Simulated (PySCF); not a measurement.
Coordinates in bohr (charge 0 multiplicity 1):
```
Te    0.0000    0.0000   -0.3834
O     2.7525    0.0000    1.5605
O    -2.7525    0.0000    1.5605
```

These are results of PBE0 in PySCF with Te x2c-TZVPall, O x2c-TZVPall; spin-free X2C, no spin–orbit coupling; density-fitted integrals, not measurements.

This geometry of TeO₂ is a stationary point at this level.

What is the point group?

C2v.

Is it a minimum?

Yes: all harmonic wavenumbers are real.

Which band is strongest in the infrared?

908 cm⁻¹ (b2), 93 km/mol.

What are the dipole moment and the gap between the highest occupied and lowest empty levels?

4.10 D and 4.35 eV.

Give the ideal-gas entropy at 298.15 K and 1 bar by parts.

translation 172.3, rotation 93.0, vibration 7.1, spin 0.0; total 272.3 J/(mol K).
